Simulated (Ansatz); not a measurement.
Nudged elastic band run: Al$_{2}$BrClFH

Input file:

```yaml
crystal:
  periodic: [false, false, false]
  atoms:
    - { symbol: F, position_ang: [0.01219, -1.931507, 1.820748] }
    - { symbol: Al, position_ang: [0.60766, -0.956387, 0.585858] }
    - { symbol: Br, position_ang: [2.728185, -1.374914, -0.106158] }
    - { symbol: Al, position_ang: [-0.885763, 0.891787, -0.406342] }
    - { symbol: Cl, position_ang: [-0.043592, 2.050988, -1.973984] }
    - { symbol: H, position_ang: [-2.376579, 1.256033, 0.033679] }
basis:
  gaussian: { orbitals: def2-SVP }
hamiltonian:
  xc: pbe
neb:
  order_check: false
  images: 5
  f_tol: 0.03
  max_iterations: 60
  final_atoms:
    - { symbol: F, position_ang: [0.09289791, -0.80658435, 2.2853676] }
    - { symbol: Al, position_ang: [-0.59532099, -0.69580645, 0.75093779] }
    - { symbol: Br, position_ang: [1.17545792, -1.09056227, -0.99885855] }
    - { symbol: Al, position_ang: [0.20572436, 1.2827657, -0.62435268] }
    - { symbol: Cl, position_ang: [1.11769578, 2.70068858, -1.90331083] }
    - { symbol: H, position_ang: [-1.95435398, -1.45450121, 0.44401766] }
  initial_path:
    images:
      - { positions_ang: [[0.01219, -1.931507, 1.820748], [0.60766, -0.956387, 0.585858], [2.728185, -1.374914, -0.106158], [-0.885763, 0.891787, -0.406342], [-0.043592, 2.050988, -1.973984], [-2.376579, 1.256033, 0.033679]] }
      - { positions_ang: [[-0.16044647, -1.83549805, 1.8291173], [0.49305408, -0.86426254, 0.56163309], [2.63576898, -1.32800608, -0.11870267], [-0.87264737, 0.98970106, -0.48228287], [0.00203188, 2.13190789, -2.0711511], [-2.0556601, 0.84215772, 0.23518725]] }
      - { positions_ang: [[-0.33308294, -1.7394891, 1.8374866], [0.37844816, -0.77213809, 0.53740817], [2.54335295, -1.28109816, -0.13124733], [-0.85953173, 1.08761511, -0.55822374], [0.04765576, 2.21282778, -2.16831821], [-1.7347412, 0.42828245, 0.43669551]] }
      - { positions_ang: [[-0.50571941, -1.64348014, 1.8458559], [0.26384223, -0.68001363, 0.51318326], [2.45093693, -1.23419024, -0.143792], [-0.8464161, 1.18552917, -0.63416461], [0.09327965, 2.29374767, -2.26548531], [-1.4138223, 0.01440717, 0.63820376]] }
      - { positions_ang: [[-0.3061803, -1.36451488, 1.9923598], [-0.02254551, -0.6852779, 0.59243477], [2.02577726, -1.18631425, -0.42881418], [-0.49570261, 1.21794135, -0.63089397], [0.43475169, 2.42939464, -2.14476048], [-1.59399953, -0.47522896, 0.57347506]] }
      - { positions_ang: [[-0.1066412, -1.08554962, 2.1388637], [-0.30893325, -0.69054218, 0.67168628], [1.60061759, -1.13843826, -0.71383637], [-0.14498913, 1.25035353, -0.62762332], [0.77622373, 2.56504161, -2.02403566], [-1.77417675, -0.96486508, 0.50874636]] }
      - { positions_ang: [[0.09289791, -0.80658435, 2.2853676], [-0.59532099, -0.69580645, 0.75093779], [1.17545792, -1.09056227, -0.99885855], [0.20572436, 1.2827657, -0.62435268], [1.11769578, 2.70068858, -1.90331083], [-1.95435398, -1.45450121, 0.44401766]] }
```

Command:

```bash
$ ansatz run input.yaml --threads 2 --pin off --max-ram 3072MiB --backend cpu --events-out ev --progress --plain --runs-dir out
```

Output, in part (warnings, iteration lines, the closing report on the highest movable image, with atoms numbered from 0):

```
NEB end point (image 0): max|allowed force component| = 2.508e-3 eV/Å (the criterion of neb.relax_end_points is 1.000e-2)
NEB end point (image 6): max|allowed force component| = 9.501e-3 eV/Å (the criterion of neb.relax_end_points is 1.000e-2)
NEB iter   1: max|band force component| = 5.968e0 eV/Å  barrier→ = 3.7602 eV  barrier← = 3.6312 eV  Δτ_max = 0.2000 Å  (284 SCF iters)
NEB iter   2: max|band force component| = 3.020e0 eV/Å  barrier→ = 3.2738 eV  barrier← = 3.1448 eV  Δτ_max = 0.1982 Å  (188 SCF iters)
NEB iter   3: max|band force component| = 1.596e0 eV/Å  barrier→ = 2.6395 eV  barrier← = 2.5105 eV  Δτ_max = 0.1966 Å  (171 SCF iters)
NEB iter   4: max|band force component| = 1.476e0 eV/Å  barrier→ = 2.1874 eV  barrier← = 2.0584 eV  Δτ_max = 0.1993 Å  (149 SCF iters)
NEB iter   5: max|band force component| = 1.032e0 eV/Å  barrier→ = 1.7914 eV  barrier← = 1.6624 eV  Δτ_max = 0.2000 Å  (154 SCF iters)
NEB iter   6: max|band force component| = 7.564e-1 eV/Å  barrier→ = 1.4183 eV  barrier← = 1.2893 eV  Δτ_max = 0.2000 Å  (149 SCF iters)
NEB iter   7: max|band force component| = 6.112e-1 eV/Å  barrier→ = 1.1094 eV  barrier← = 0.9805 eV  Δτ_max = 0.2000 Å  (145 SCF iters)
NEB iter   8: max|band force component| = 6.098e-1 eV/Å  barrier→ = 0.9658 eV  barrier← = 0.8368 eV  Δτ_max = 0.0997 Å  (139 SCF iters)
NEB iter   9: max|band force component| = 4.256e-1 eV/Å  barrier→ = 0.8892 eV  barrier← = 0.7602 eV  CI = image 3  Δτ_max = 0.0998 Å  (142 SCF iters)
NEB iter  10: max|band force component| = 3.540e-1 eV/Å  barrier→ = 0.8521 eV  barrier← = 0.7231 eV  CI = image 3  Δτ_max = 0.2000 Å  (142 SCF iters)
NEB iter  11: max|band force component| = 2.699e-1 eV/Å  barrier→ = 0.8561 eV  barrier← = 0.7271 eV  CI = image 3  Δτ_max = 0.2000 Å  (139 SCF iters)
NEB iter  12: max|band force component| = 2.151e-1 eV/Å  barrier→ = 0.8803 eV  barrier← = 0.7513 eV  CI = image 3  Δτ_max = 0.1323 Å  (140 SCF iters)
NEB iter  13: max|band force component| = 1.696e-1 eV/Å  barrier→ = 0.8662 eV  barrier← = 0.7372 eV  CI = image 3  Δτ_max = 0.0491 Å  (140 SCF iters)
NEB iter  14: max|band force component| = 8.336e-2 eV/Å  barrier→ = 0.8617 eV  barrier← = 0.7327 eV  CI = image 3  Δτ_max = 0.0669 Å  (142 SCF iters)
NEB iter  15: max|band force component| = 9.085e-2 eV/Å  barrier→ = 0.8594 eV  barrier← = 0.7304 eV  CI = image 3  Δτ_max = 0.0450 Å  (143 SCF iters)
NEB iter  16: max|band force component| = 1.148e-1 eV/Å  barrier→ = 0.8593 eV  barrier← = 0.7303 eV  CI = image 3  Δτ_max = 0.0179 Å  (142 SCF iters)
NEB iter  17: max|band force component| = 6.690e-2 eV/Å  barrier→ = 0.8586 eV  barrier← = 0.7296 eV  CI = image 3  Δτ_max = 0.0117 Å  (146 SCF iters)
NEB iter  18: max|band force component| = 4.992e-2 eV/Å  barrier→ = 0.8585 eV  barrier← = 0.7295 eV  CI = image 3  Δτ_max = 0.0066 Å  (121 SCF iters)
NEB iter  19: max|band force component| = 3.564e-2 eV/Å  barrier→ = 0.8584 eV  barrier← = 0.7294 eV  CI = image 3  Δτ_max = 0.0016 Å  (109 SCF iters)
NEB iter  20: max|band force component| = 1.707e-2 eV/Å  barrier→ = 0.8584 eV  barrier← = 0.7294 eV  CI = image 3  Δτ_max = 0.0000 Å  (237 SCF iters)
Total energy: -98456.15122699 eV, -3618.1968216156 hartree
Atom 0 at    -0.388306    -1.031372     2.216334 Å, force    -0.009716    -0.004236     0.014375 eV/Å
Atom 1 at     0.486884    -0.597011     0.850428 Å, force     0.008799     0.003973    -0.018877 eV/Å
Atom 2 at     1.972210    -2.043354    -0.061155 Å, force    -0.000971     0.001034     0.001253 eV/Å
Atom 3 at    -0.202359     1.241975    -0.497967 Å, force     0.003896     0.004047     0.002679 eV/Å
Atom 4 at    -0.899891     2.693887    -1.847222 Å, force    -0.001003    -0.001628     0.000050 eV/Å
Atom 5 at    -0.926438    -0.328125    -0.706616 Å, force    -0.001005    -0.003189     0.000519 eV/Å
Dipole moment:     0.037600     0.383890    -0.142481 e Å
```

It converged. A structure lower than the first end lies on the path between it and the top, so the climb from that side starts below the end, which may itself be a saddle point or a shallow side well. A vibrational analysis at the climbing image gives one clearly imaginary mode, 247i cm⁻¹: a first-order saddle point. The orbitals stay closed-shell, which can raise the energy where a bond breaks towards radicals; this wasn't checked here.

Final band (atoms are numbered from 1 in the order of the input):

```csv
image,path coordinate (Å),energy (kcal/mol),Al4–H6 (Å),Al2–H6 (Å),Br3–Al4 (Å)
0,0.00,0.0,1.60,3.76,4.28
1,1.47,-0.3,1.60,3.77,4.26
2,2.94,2.9,1.59,3.36,4.08
3,4.42,19.8,1.74,2.12,3.96
4,5.60,8.2,2.90,1.61,3.91
5,6.78,6.1,3.33,1.59,3.41
6,7.96,3.0,3.65,1.59,2.59
```

Time of the run: 3.2 min on 2 threads of Arm Neoverse V1 (shared host), peak memory 0.15 GiB.
